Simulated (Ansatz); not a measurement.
`[CH3][AlH][SiH2]C` + `BN` → `[CH3][AlH][BH]N` + `C[SiH3]`  (formal exchange of groups at the Al–Si bond)

Program: Ansatz. Geometries: PBE0-D4/def2-TZVP. ΔE: electronic, gas phase. CBS: MP2 limit from def2 TZ/QZ plus the TZ coupled-cluster correction, frozen cores. This one scheme is used for every species. One conformer a species, not always the lowest.

```
            species  MP2/def2-QZVPP energy (Eh)
`[CH3][AlH][SiH2]C`                  -612.49841
               `BN`                   -81.88281
  `[CH3][AlH][BH]N`                  -363.69663
          `C[SiH3]`                  -330.67167
```

Problem. Work out ΔE.

Solution. ΔE = (-363.69663) + (-330.67167) − (-612.49841) − (-81.88281) = 0.01292 Eh = +33.9 kJ/mol. CCSD(T)/CBS gives +34.1 kJ/mol.

Problem. What do rigid-rotor, harmonic-oscillator terms from PBE0-D4/def2-TZVP frequencies (298.15 K, 1 bar) make of the CCSD(T)/CBS value? (Estimate.)

Solution. Ansatz gave: ΔZPE = -1.3 kJ/mol, ΔH = +31.5 kJ/mol, ΔS = -15 J/(mol·K), ΔG = +35.9 kJ/mol. Modes under 50 cm⁻¹ make the entropy rough.

Largest T1 diagnostic among the species: 0.012.

Leaving LDA and LC-ωPBE aside and taking each functional with its dispersion term where it has one, the values, not all of them listed here, spread over 7.7 kJ/mol, from ωB97M-V to HSE06-D4. At CCSD(T), def2-SVP lies −3.3 kJ/mol from the extrapolated value and def2-TZVPP −0.5 kJ/mol.
